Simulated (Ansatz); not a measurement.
Input file for Ansatz (a program for electronic structure): R-PBE/def2-TZVPP on diiodomethane (SMILES ICI), atoms moved off the minimum. Elements past Kr take the def2 small-core potentials; no spin–orbit coupling.

Ansatz 0.2 input:
```yaml
crystal:
  periodic: [false, false, false]
  atoms:
    - {symbol: I, position_ang: [-1.84931355, 0.11213927, 0.00860045]}
    - {symbol: C, position_ang: [0.01023675, -1.08406405, 0.06875095]}
    - {symbol: I, position_ang: [1.78170367, 0.11843610, 0.05581346]}
    - {symbol: H, position_ang: [0.07610083, -1.61962155, 0.95885641]}
    - {symbol: H, position_ang: [-0.01806660, -1.69871287, -0.84601526]}
basis:
  gaussian:
    orbitals: def2-TZVPP
hamiltonian:
  xc: {name: PBE}
scf: {lower_state_search: off}
output: {forces: true}
```

Task: What total energy does the run end on?

Result: -634.6534 hartree.
